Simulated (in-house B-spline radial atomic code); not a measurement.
Radial electron density of the iron ion Fe⁶⁺, [Ar] (3d3/2)2. Level of theory: Dirac-Hartree-Fock, average of the jj configuration, Fermi nucleus of rms radius 3.7377 fm; calculated with a radial B-spline atomic code at the basis-set limit.

Columns: r (bohr), 4πr²n(r) (electrons per bohr), bar.

```
  0.0022   0.7249 #
 0.00262   0.9996 #
 0.00312    1.372 ##
 0.00371     1.87 ##
 0.00442    2.542 ###
 0.00527    3.436 ####
 0.00628    4.601 ######
 0.00748    6.094 ########
 0.00891    7.978 ##########
  0.0106    10.28 #############
  0.0126    13.02 ################
  0.0151    16.32 #####################
  0.0179    19.73 #########################
  0.0214    23.42 #############################
  0.0254    26.73 ##################################
  0.0303    29.51 #####################################
  0.0361    31.18 #######################################
   0.043    31.45 ########################################
  0.0512    30.29 ######################################
   0.061     28.1 ###################################
  0.0727     25.8 ################################
  0.0866    24.59 ###############################
   0.103    25.39 ################################
   0.123    28.38 ####################################
   0.146    32.22 #########################################
   0.174    34.95 ############################################
   0.208    34.24 ###########################################
   0.247    29.51 #####################################
   0.295    22.01 ############################
   0.351    15.29 ###################
   0.418    11.97 ###############
   0.498    12.45 ################
   0.593    14.41 ##################
   0.706    14.88 ###################
   0.841    12.55 ################
       1     8.47 ###########
    1.19    4.483 ######
    1.42    1.798 ##
    1.69   0.5481 #
    2.02   0.1172 
     2.4  0.01873 
    2.86 0.001969
```

On this grid the curve has 3 maxima, near 0.043, 0.174, 0.706 bohr.

The 3p1/2 radial function P(r) = rR(r), positive near the nucleus, with its small component Q(r) (sign convention: Q ≈ (P' + κP/r)/2c):

```tsv
r (bohr)	P	Q
0.0022	0.001547	0.005149
0.00312	0.002766	0.00714
0.00442	0.005023	0.009826
0.00628	0.009279	0.01343
0.00891	0.01718	0.01808
0.0126	0.03155	0.02382
0.0179	0.05775	0.03063
0.0254	0.1032	0.03784
0.0361	0.1784	0.04416
0.0512	0.2912	0.04729
0.0727	0.4395	0.04436
0.103	0.5866	0.03309
0.146	0.6452	0.014
0.208	0.4774	-0.007714
0.295	-0.003361	-0.02208
0.418	-0.6792	-0.0225
0.593	-1.174	-0.01173
0.841	-1.133	-0.0009677
1.19	-0.6672	0.002636
1.69	-0.2174	0.001502
2.4	-0.03222	0.0002856
```
